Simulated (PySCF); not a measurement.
Atom-mapped SMILES (the numbers label the heavy atoms): `[F:1][C:2]1([F:3])[CH2:4][O:5][CH2:6][O:7][CH2:8]1`; H(Xn) means a hydrogen on atom n.

GIAO PBE0/pcSseg-1 shifts (PySCF, gas phase, non-relativistic, equivalent atoms averaged), each against references optimised in the same way as the molecule (CFCl3, TMS, H2O).

On the GFN2-xTB geometry: F1/F3 -132.6, C2 118.4, C6 96.1, C4/C8 74.4, O5/O7 67.1, H(C6) 5.01, H(C4)/H(C8) 4.16 ppm.

Task: What changes on the PBE0-D3(BJ)/def2-SVP geometry?

Result: 
| atoms | δ (ppm) | change |
| --- | --- | --- |
| F1/F3 | -133.9 | -1.3 |
| C2 | 113.3 | -5.1 |
| C6 | 93.9 | -2.2 |
| C4/C8 | 71.5 | -2.9 |
| O5/O7 | 66.0 | -1.1 |
| H(C6) | 4.66 | -0.35 |
| H(C4)/H(C8) | 3.73 | -0.43 |

Unscaled 19F shifts against computed CFCl3 carry errors that often reach 10 to 50 ppm.

Bonds between heavy atoms that differ most (equivalent bonds averaged): C2–C4 1.534 → 1.520 Å, F1–C2 1.362 → 1.354 Å, C4–O5 1.406 → 1.400 Å, O5–C6 1.397 → 1.391 Å. Mean change of bonds to hydrogen: C–H +0.007 Å.
